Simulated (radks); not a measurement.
Coulomb parameter of the 4f shell of neutral praseodymium in the model configuration [Xe] 4f2 6s2 6p1, as a second difference U = [E(n + 0.25) + E(n - 0.25) - 2 E(n)] / (0.25)^2 with all orbitals relaxed. "Bare": the charge of the atom changes with n. "Screened": the 6p shell takes up the change at fixed total charge, which measures U(4f,4f) + U(6p,6p) - 2 U(4f,6p). All-electron calculation, Dirac Kohn-Sham, LDA (Slater exchange, Perdew-Wang correlation), spin-unpolarised, spherical densities, point nucleus; open shells are shared between the two j in proportion to 2j + 1. Program: a radial shooting solver on a logarithmic mesh with Libxc functionals.

case                     configuration  E - E(n) (eV)
start                 [Xe] 4f2 6s2 6p1          0.000
bare +0.25         [Xe] 4f2.25 6s2 6p1         -1.962
bare -0.25         [Xe] 4f1.75 6s2 6p1          2.819
screened +0.25  [Xe] 4f2.25 6s2 6p0.75         -1.567
screened -0.25  [Xe] 4f1.75 6s2 6p1.25          2.082

U(bare) = 13.705 eV, U(screened by 6p) = 8.245 eV, against the Slater integral F0(4f,4f) = 24.535 eV with frozen orbitals. The step up makes a negative ion, whose loosely bound charge lowers the bare value.
